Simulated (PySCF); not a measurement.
C4H7NSi.
Structure used (PBE0-D3(BJ)/def2-SVP), in Å, numbered top down from 1:
```
atom  x, y, z in Å
C1     2.5250    1.4206    0.4129
C2     1.8999    0.4260    0.1086
C3     1.1844   -0.7652   -0.2765
N4     0.0154   -1.0992    0.0824
Si5   -1.1367   -0.2675    1.1194
C6    -2.6569    0.0840    0.0868
H7     3.0666    2.3061    0.6926
H8     1.7512   -1.4282   -0.9592
H9    -0.6121    0.9998    1.7262
H10   -1.4528   -1.2266    2.2193
H11   -3.4733    0.4664    0.7189
H12   -2.4387    0.8370   -0.6857
H13   -3.0011   -0.8343   -0.4119
```

The closed-shell ground state was solved at several levels (PySCF, density fitting, gas phase, non-relativistic).

```
             level  basis functions  HOMO (eV)  LUMO (eV)  gap (eV)  dipole (D)
    PBE0/def2-TZVP              234      -7.30      -1.79      5.51        1.54
  PBE0/aug-cc-pVDZ              205      -7.28      -1.79      5.49        1.53
       PBE0/6-31G*              102      -7.05      -1.43      5.62        1.68
      PBE0/cc-pVDZ              123      -7.11      -1.54      5.57        1.47
PBE0/6-311+G(2d,p)              212      -7.34      -1.82      5.52        1.58
     PBE0/pcSseg-0               72      -7.01      -1.63      5.38        1.93
     PBE0/IGLO-III              289      -7.33      -1.82      5.51        1.54
```

(1) Estimate the row for PBE0/cc-pVTZ, a basis of 282 functions; the other rows only guide the guess.

(2) Over all these levels, which gives the widest orbital gap and which the narrowest?

(3) How much does the basis alone move the frontier levels among the 8 PBE0 rows (the withheld one included)?

(4) How far do the dipole and the HOMO energy spread over the levels?

Answers

(1) HOMO -7.27 eV, LUMO -1.74 eV, gap 5.53 eV, dipole 1.52 D.

(2) PBE0/6-31G* has the widest, 5.62 eV, and PBE0/pcSseg-0 the narrowest, 5.38 eV. From the narrowest to the widest the HOMO moves by -0.04 eV and the LUMO by +0.20 eV.

(3) The HOMO by 0.33 eV and the LUMO by 0.39 eV. By rising basis size (HOMO, LUMO in eV): pcSseg-0 -7.01, -1.63; 6-31G* -7.05, -1.43; cc-pVDZ -7.11, -1.54; aug-cc-pVDZ -7.28, -1.79; 6-311+G(2d,p) -7.34, -1.82; def2-TZVP -7.30, -1.79; cc-pVTZ -7.27, -1.74; IGLO-III -7.33, -1.82.

(4) The dipole runs from 1.47 to 1.93 D (mean 1.60 D) and the HOMO from -7.34 to -7.01 eV.

One conformer stands for the species.
